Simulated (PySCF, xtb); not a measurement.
CrF4, SMILES [F][Cr-]([F])([F])[F] (connectivity only; charge and spin as stated), charge -1, multiplicity 4.

Harmonic wavenumbers (cm⁻¹) from GFN2-xTB in xtb at its own minimum, in rising order: 78, 154, 155, 207, 248, 358, 358, 422, 540.

What does PBE-D3(BJ)/def2-SVPD run with PySCF 2.14.0 give at its own minimum? (The exact figures need the calculation; the answer reports its results.)

77, 77, 96, 208, 244, 517, 517, 555, 645. Paired by order, the mean absolute difference is 77 cm⁻¹ and the zero-point energies are 3.6 and 4.2 kcal/mol.
